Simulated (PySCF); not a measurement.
BHandHLYP single point of singlet Bi3N at its PBE0 minimum.

Input, equivalent to the run apart from its starting density:

```python
from pyscf import gto, scf, dft
mol = gto.M(atom='''
N     -0.000001    -0.000000    -1.513456
Bi     1.684378     0.000011     0.033712
Bi    -0.842198     1.458708     0.033713
Bi    -0.842179    -1.458719     0.033714''',
    basis={'N': 'def2-SVP', 'Bi': 'def2-SVP'},
    ecp={'Bi': 'def2-SVP'},
    charge=0, spin=0)
mf = dft.RKS(mol, xc='BHANDHLYP')
mf.grids.atom_grid = (75, 302)
aux = {'N': 'def2-universal-JKFIT', 'Bi': 'def2-universal-JKFIT'}
mf = mf.density_fit(auxbasis=aux)
mf.conv_tol = 1e-08
mf.diis_space = 10
mf.max_cycle = 60
mf.verbose = 4
mf.kernel()
```

Excerpt of the output:

```
init E= -698.215253269273
  HOMO = -0.23631253686208  LUMO = -0.0357013279276537  gap/eV = 5.45891
cycle= 1 E= -698.217101883047  delta_E= -0.00185  |g|= 0.0545  |ddm|= 0.256
  HOMO = -0.238948906428484  LUMO = -0.0382054267968155  gap/eV = 5.46251
cycle= 2 E= -698.212616789064  delta_E= 0.00449  |g|= 0.141  |ddm|= 0.166
  HOMO = -0.240433368723871  LUMO = -0.0387886732447099  gap/eV = 5.48703
cycle= 3 E= -698.217845728443  delta_E= -0.00523  |g|= 0.0101  |ddm|= 0.126
  HOMO = -0.239404015247809  LUMO = -0.0379809113879423  gap/eV = 5.48100
cycle= 4 E= -698.217874763415  delta_E= -2.9e-05  |g|= 0.00215  |ddm|= 0.0149
  HOMO = -0.239691165100775  LUMO = -0.038170700758066  gap/eV = 5.48365
cycle= 5 E= -698.217876604318  delta_E= -1.84e-06  |g|= 0.000512  |ddm|= 0.00403
  HOMO = -0.239680848553734  LUMO = -0.0381470811375395  gap/eV = 5.48401
cycle= 6 E= -698.217876785336  delta_E= -1.81e-07  |g|= 0.000183  |ddm|= 0.0015
  HOMO = -0.239679763874365  LUMO = -0.0381471494011379  gap/eV = 5.48398
cycle= 7 E= -698.217876821051  delta_E= -3.57e-08  |g|= 7.58e-05  |ddm|= 0.000763
  HOMO = -0.2396800985402  LUMO = -0.0381453874984284  gap/eV = 5.48404
cycle= 8 E= -698.217876825056  delta_E= -4e-09  |g|= 4.38e-05  |ddm|= 0.000237
  HOMO = -0.239679012818436  LUMO = -0.0381461311305164  gap/eV = 5.48399
Extra cycle  E= -698.217876824423  delta_E= 6.33e-10  |g|= 7.23e-05  |ddm|= 0.000194
converged SCF energy = -698.217876824423
```

No spin–orbit coupling is included, which matters more the heavier the element.

This run, together with those of the ionised and electron-attached species (not shown), took 10 s on 2 threads of a shared Arm Neoverse V2 host, with 92 basis functions; the process peaked at 1 GiB. Launch command: `OMP_NUM_THREADS=2 python axn.py task.json out`.
